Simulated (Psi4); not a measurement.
CH3Br2FOSn, singlet, geometry from GFN2-xTB (such geometries of metal compounds can be far from the true shape) (core potentials on Sn).

The Psi4 input:
```
memory 2 GB

molecule mol {
0 1
C    -3.242525    0.492954   -0.458249
O    -1.995704    1.034678   -0.176802
Sn   -0.232129   -0.009454   -0.282724
F    -0.398397   -1.118901   -1.969477
Br    1.664452    1.604856   -0.531346
Br    0.089820   -1.658053    1.606016
H    -3.305108    0.074436   -1.465655
H    -3.554826   -0.251485    0.279205
H    -3.926746    1.346588   -0.401578
}

set {
  basis def2-svpd
  reference rks
}

energy('cam-b3lyp')
print_variables()
```

Problem. What dipole moment does CAM-B3LYP/def2-SVPD (Psi4) give?

Solution. 1.60 D

Problem. Predict the total energy from CAM-B3LYP/def2-SVPD.

Solution. -5577.0926 Eh

Problem. What is the computed nuclear repulsion energy (CAM-B3LYP/def2-SVPD)?

Solution. 903.3821 Eh

Problem. Give the number of basis functions at the level CAM-B3LYP/def2-SVPD.

Solution. 204
